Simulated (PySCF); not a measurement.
C3H7O, doublet, geometry from GFN2-xTB. Base run: PySCF with PBE0/STO-3G.

The PySCF input:
```python
from pyscf import gto, scf, dft

mol = gto.M(
    atom='''
C     1.42045454   -0.07797504    0.80082338
C     0.62253858   -0.57672706   -0.33257488
O    -0.40465608    0.29361071   -0.75241760
C    -1.46210153    0.39205968    0.16817499
H     2.09719935   -0.73733592    1.30573689
H     1.43775174    0.97000712    1.02387976
H     1.25461016   -0.70377724   -1.22987282
H     0.20594725   -1.57534352   -0.09935914
H    -1.11764065    0.75992211    1.14103815
H    -2.17690498    1.09473276   -0.25503038
H    -1.94906388   -0.58123639    0.31440752
''',
    basis='sto-3g',
    spin=1,
    verbose=4,
)

mf = dft.UKS(mol)
mf.xc = 'pbe0'
mf.kernel()
mo_i, mo_e, stable_i, stable_e = mf.stability(internal=True, external=False, return_status=True, nroots=6, tol=1e-6)
print('internally stable:', stable_i, ' externally stable:', stable_e)
if not stable_i:
    umf = mf.copy()
    umf.scf_summary = {}
    umf.kernel(umf.make_rdm1(mo_i, mf.mo_occ))
mf.analyze()
```

The bond that is stretched is that between atoms 5 and 1. A test that says stable can miss a lower solution.

Variants of this job, named by their change:

| change | ΔE vs base (kcal/mol) | <S^2> | stability test says |
|---|---|---|---|
| base | 0.000 | 0.755 | internally stable (external not tested) |
| bond × 1.25 | 20.08 | 0.757 | internally stable (external not tested) |
| bond × 1.5 | 60.60 | 0.770 | internally stable (external not tested) |
| bond × 1.8 | 105.1 | 1.075 | internally stable (external not tested) |
| bond × 2.2 | 143.0 | 1.492 | internally stable (external not tested) |
| bond × 3.0 | 164.5 | 0.750 | internal instability |

On stretching, the SCF can end on different states; <S^2> shows the spin contamination of each.
